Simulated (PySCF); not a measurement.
## [Nd(H2O)3]3+: from a saddle point downhill

PySCF 2.14.0, RKS PBE0, Nd lcecp-1-SVP with ECP49, O def2-SVP, H def2-SVP; non-relativistic Hamiltonian with scalar-relativistic core potentials where named; density fitting; no spin-orbit coupling. Relaxed within the symmetry of its start, the geometry (D3h) is

```xyz
10

Nd    0.0000    0.0000    0.0000
O     2.3382    0.0000    0.0000
H     2.9548    0.0000    0.7705
H     2.9548    0.0000   -0.7705
O    -1.1691    2.0249    0.0000
H    -1.4774    2.5589    0.7705
H    -1.4774    2.5589   -0.7705
O    -1.1691   -2.0249    0.0000
H    -1.4774   -2.5589    0.7705
H    -1.4774   -2.5589   -0.7705
```

and its lowest harmonic modes are -198, -182, -182, -52, 51, 51 cm⁻¹ (negative: unstable). It was moved along the lowest mode and relaxed again, within the group D3 that the move left.

Question: Where does it end, and how much lower?

Answer: In D3, nearly planar, 0.143 eV lower, after 28 steps:
```xyz
10

Nd    0.0000    0.0000    0.0000
O     2.3218    0.0000    0.0000
H     2.9376    0.7691    0.0659
H     2.9376   -0.7691   -0.0659
O    -1.1609    2.0107    0.0000
H    -2.1349    2.1595    0.0659
H    -0.8028    2.9286   -0.0659
O    -1.1609   -2.0107    0.0000
H    -0.8027   -2.9286    0.0659
H    -2.1348   -2.1595   -0.0659
```

Question: How do the contacts change?

Answer: 
```
     contact  saddle (Å)  end (Å)
Nd1–O2 (H2O)       2.338    2.322
Nd1–O5 (H2O)       2.338    2.322
Nd1–O8 (H2O)       2.338    2.322
```


Question: Is the end a minimum?

Answer: Yes, as far as the noise of the softest modes lets one tell (those above −25 cm⁻¹ count as noise); lowest modes -14, 78, 78, 86, 122, 122 cm⁻¹.

An lcecp potential fixes the number of 4f electrons, so in runs with it no electron can move into or out of that shell.

State: singlet in the valence, with the 4f electrons in the core potential.
